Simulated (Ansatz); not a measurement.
Steps of a relaxation of C₂H₇AlGe with RKS PBE0-D4/def2-TZVP.

```sh
$ ansatz run in.yaml --threads 4 --pin off --events-out ev --progress --plain --max-ram 10444MiB
```

```yaml
crystal:
  periodic: [false, false, false]
  atoms:
    - {symbol: Ge, position_ang: [-1.298343, 0.967707, -0.167536]}
    - {symbol: C, position_ang: [0.200737, -0.184224, -0.647105]}
    - {symbol: C, position_ang: [1.468169, -0.117717, 0.309629]}
    - {symbol: Al, position_ang: [0.462808, -1.762380, 0.435484]}
    - {symbol: H, position_ang: [-0.945171, 2.485477, -0.250733]}
    - {symbol: H, position_ang: [-1.687921, 0.679905, 1.318721]}
    - {symbol: H, position_ang: [-2.538938, 0.676868, -1.054496]}
    - {symbol: H, position_ang: [0.410364, -0.142216, -1.733664]}
    - {symbol: H, position_ang: [2.440623, -0.118694, -0.220552]}
    - {symbol: H, position_ang: [1.468894, 0.673412, 1.085469]}
    - {symbol: H, position_ang: [0.084178, -3.215337, 0.945384]}
basis:
  gaussian: {orbitals: def2-TZVP}
hamiltonian: {xc: pbe0, dispersion: d4}
relax: {f_tol: 0.005, max_steps: 150}
```

Positions (Å) and forces (eV/Å) along the path, 13 of 24 steps:

```xyz
11
step=1 energy=-65289.3955 eV
Ge   -1.298    0.968   -0.168    0.105   -0.017    0.004
C     0.201   -0.184   -0.647   -0.005   -0.135   -0.225
C     1.468   -0.118    0.310    0.225    0.082    0.137
Al    0.463   -1.762    0.435    0.090    0.452   -0.189
H    -0.945    2.485   -0.251   -0.063   -0.230    0.011
H    -1.688    0.680    1.319    0.046    0.032   -0.200
H    -2.539    0.677   -1.054    0.183    0.042    0.127
H     0.410   -0.142   -1.734   -0.081   -0.008    0.592
H     2.441   -0.119   -0.221   -0.524    0.002    0.248
H     1.469    0.673    1.085   -0.026   -0.404   -0.446
H     0.084   -3.215    0.945    0.051    0.184   -0.059
11
step=2 energy=-65289.4287 eV
Ge   -1.284    0.963   -0.164    0.035   -0.059   -0.032
C     0.196   -0.190   -0.646   -0.002   -0.091   -0.048
C     1.457   -0.120    0.311    0.050   -0.002    0.065
Al    0.460   -1.754    0.432    0.059    0.307   -0.118
H    -0.938    2.469   -0.247    0.007   -0.030    0.006
H    -1.675    0.674    1.309    0.009    0.003   -0.016
H    -2.515    0.677   -1.045    0.006    0.012    0.012
H     0.414   -0.140   -1.717   -0.040   -0.011    0.172
H     2.415   -0.114   -0.219   -0.145   -0.016    0.079
H     1.448    0.674    1.065    0.008   -0.138   -0.114
H     0.086   -3.195    0.941    0.011    0.025   -0.006
11
step=3 energy=-65289.4330 eV
Ge   -1.287    0.956   -0.167    0.027    0.014    0.007
C     0.195   -0.188   -0.646   -0.021   -0.032   -0.012
C     1.457   -0.118    0.312   -0.001   -0.016    0.040
Al    0.459   -1.737    0.428    0.000   -0.004   -0.004
H    -0.930    2.457   -0.245   -0.006    0.019    0.002
H    -1.673    0.666    1.305   -0.009   -0.008    0.012
H    -2.520    0.678   -1.045    0.002   -0.004   -0.003
H     0.411   -0.141   -1.711    0.013    0.011   -0.022
H     2.410   -0.122   -0.214    0.011    0.002   -0.028
H     1.454    0.667    1.066   -0.011    0.032    0.001
H     0.089   -3.175    0.938   -0.004   -0.013    0.008
11
step=4 energy=-65289.4334 eV
Ge   -1.283    0.957   -0.166   -0.007   -0.003   -0.003
C     0.195   -0.192   -0.647   -0.014   -0.006   -0.019
C     1.454   -0.119    0.312    0.013    0.002    0.023
Al    0.459   -1.739    0.428   -0.003    0.000    0.003
H    -0.930    2.460   -0.242    0.003   -0.002    0.003
H    -1.672    0.664    1.306    0.001   -0.002    0.001
H    -2.515    0.679   -1.044   -0.004    0.004   -0.001
H     0.414   -0.142   -1.713   -0.001    0.006   -0.006
H     2.407   -0.119   -0.216    0.006   -0.003   -0.004
H     1.447    0.671    1.061    0.003    0.006    0.001
H     0.089   -3.178    0.940    0.001   -0.002    0.003
11
step=6 energy=-65289.4336 eV
Ge   -1.283    0.955   -0.166    0.000   -0.001    0.002
C     0.195   -0.192   -0.650    0.012   -0.007   -0.011
C     1.455   -0.118    0.312   -0.013    0.009    0.009
Al    0.458   -1.737    0.430   -0.001    0.002    0.000
H    -0.928    2.458   -0.233    0.002   -0.001    0.002
H    -1.674    0.655    1.304   -0.001   -0.002    0.000
H    -2.516    0.684   -1.048   -0.001    0.002    0.000
H     0.414   -0.140   -1.715   -0.004    0.002    0.000
H     2.408   -0.122   -0.217   -0.001   -0.004   -0.002
H     1.448    0.676    1.057    0.005   -0.001   -0.002
H     0.087   -3.175    0.946    0.001    0.001    0.001
11
step=7 energy=-65289.4338 eV
Ge   -1.283    0.951   -0.167    0.001   -0.001    0.005
C     0.196   -0.193   -0.655    0.042   -0.004    0.000
C     1.456   -0.116    0.309   -0.040    0.017   -0.005
Al    0.455   -1.732    0.434   -0.001   -0.006    0.002
H    -0.923    2.453   -0.213   -0.002   -0.001    0.002
H    -1.681    0.634    1.299    0.001    0.000    0.000
H    -2.514    0.692   -1.055    0.003    0.001   -0.001
H     0.416   -0.139   -1.720   -0.009   -0.001    0.000
H     2.409   -0.128   -0.219   -0.004   -0.003   -0.001
H     1.452    0.686    1.047    0.008   -0.006   -0.002
H     0.082   -3.166    0.960    0.000    0.004   -0.001
11
step=10 energy=-65289.4344 eV
Ge   -1.281    0.927   -0.166    0.003    0.035    0.015
C     0.211   -0.190   -0.681    0.033   -0.009    0.016
C     1.460   -0.101    0.293   -0.012    0.027   -0.001
Al    0.438   -1.701    0.455   -0.004    0.001    0.000
H    -0.921    2.432   -0.117   -0.011   -0.033   -0.006
H    -1.700    0.533    1.279    0.006   -0.002   -0.029
H    -2.496    0.716   -1.086    0.014   -0.005    0.019
H     0.425   -0.131   -1.746   -0.007    0.004    0.001
H     2.417   -0.162   -0.228   -0.028    0.000    0.015
H     1.475    0.732    0.997    0.006   -0.029   -0.025
H     0.038   -3.113    1.018    0.000    0.010   -0.006
11
step=12 energy=-65289.4357 eV
Ge   -1.270    0.891   -0.167    0.031    0.077    0.027
C     0.255   -0.163   -0.725   -0.070   -0.065    0.035
C     1.471   -0.078    0.277    0.172    0.045    0.021
Al    0.390   -1.640    0.478   -0.015    0.076   -0.030
H    -0.967    2.406   -0.020   -0.024   -0.103   -0.008
H    -1.667    0.392    1.260    0.039   -0.005   -0.051
H    -2.487    0.682   -1.084    0.012    0.000    0.005
H     0.466   -0.091   -1.789    0.001    0.010    0.011
H     2.438   -0.230   -0.217   -0.160    0.029    0.089
H     1.523    0.793    0.935   -0.002   -0.103   -0.082
H    -0.087   -3.017    1.073    0.016    0.039   -0.019
11
step=15 energy=-65289.4968 eV
Ge   -1.243    0.823   -0.217    0.447    0.051   -0.037
C     0.337   -0.102   -0.834    0.002   -0.009    0.048
C     1.477   -0.018    0.243    0.322    0.042   -0.140
Al    0.209   -1.431    0.561   -0.142    0.274    0.013
H    -1.069    2.298    0.258   -0.108   -0.239   -0.036
H    -1.414   -0.005    1.148   -0.015   -0.037    0.052
H    -2.506    0.626   -1.067    0.015   -0.012    0.084
H     0.575   -0.048   -1.892    0.013   -0.003    0.032
H     2.451   -0.372   -0.157   -0.540    0.183    0.221
H     1.617    0.927    0.787   -0.042   -0.289   -0.169
H    -0.370   -2.755    1.190    0.048    0.040   -0.068
11
step=16 energy=-65289.5387 eV
Ge   -1.177    0.802   -0.242   -0.185    0.382   -0.503
C     0.389   -0.082   -0.899   -0.092    0.138    0.485
C     1.463    0.007    0.227    0.457   -0.171   -0.250
Al    0.078   -1.293    0.604    0.310   -0.192    0.057
H    -1.150    2.235    0.362    0.055   -0.206    0.046
H    -1.292   -0.126    1.120    0.007    0.131    0.043
H    -2.499    0.578   -0.994    0.026   -0.033    0.027
H     0.652   -0.066   -1.952   -0.099   -0.006    0.062
H     2.427   -0.429   -0.106   -0.481    0.199    0.249
H     1.637    0.971    0.723   -0.043   -0.204   -0.144
H    -0.463   -2.654    1.178    0.045   -0.037   -0.072
11
step=18 energy=-65289.5803 eV
Ge   -1.200    0.838   -0.275    0.135   -0.129    0.032
C     0.369   -0.073   -0.858    0.053    0.091   -0.069
C     1.466    0.002    0.234    0.019    0.037   -0.066
Al    0.096   -1.291    0.641   -0.068   -0.005    0.024
H    -1.152    2.254    0.343   -0.027   -0.045    0.025
H    -1.285   -0.074    1.127   -0.026    0.081    0.022
H    -2.515    0.581   -1.021    0.018   -0.003    0.005
H     0.614   -0.096   -1.914    0.006   -0.024    0.022
H     2.408   -0.449   -0.093   -0.094    0.033    0.007
H     1.658    0.958    0.723   -0.009   -0.036   -0.001
H    -0.393   -2.709    1.112   -0.008    0.000   -0.002
11
step=20 energy=-65289.5842 eV
Ge   -1.194    0.832   -0.275    0.010    0.000   -0.020
C     0.375   -0.066   -0.862   -0.008    0.024    0.008
C     1.465    0.006    0.230    0.009   -0.018   -0.018
Al    0.089   -1.286    0.642   -0.006    0.019    0.010
H    -1.158    2.244    0.351   -0.013   -0.017    0.019
H    -1.282   -0.063    1.137    0.015    0.008    0.008
H    -2.508    0.575   -1.022    0.010   -0.007   -0.001
H     0.618   -0.102   -1.917    0.003   -0.016   -0.010
H     2.402   -0.449   -0.095   -0.006    0.004    0.004
H     1.658    0.957    0.725   -0.001    0.009    0.005
H    -0.398   -2.705    1.108   -0.013   -0.006   -0.005
11
step=24 energy=-65289.5857 eV
Ge   -1.193    0.835   -0.281    0.000    0.000    0.001
C     0.380   -0.052   -0.859   -0.002   -0.001    0.000
C     1.472    0.006    0.226    0.000    0.001    0.002
Al    0.081   -1.267    0.656    0.000   -0.002   -0.001
H    -1.190    2.237    0.365    0.000    0.000    0.000
H    -1.262   -0.053    1.150    0.001    0.003   -0.002
H    -2.500    0.556   -1.030    0.000   -0.001    0.000
H     0.616   -0.121   -1.914    0.000    0.001    0.001
H     2.404   -0.457   -0.100    0.000    0.000   -0.001
H     1.674    0.954    0.724    0.001    0.000    0.000
H    -0.417   -2.695    1.083    0.000    0.000    0.000
```

It took 65 s on 4 threads of an Intel Xeon on a shared host, with 0.57 GiB of host memory at the peak.
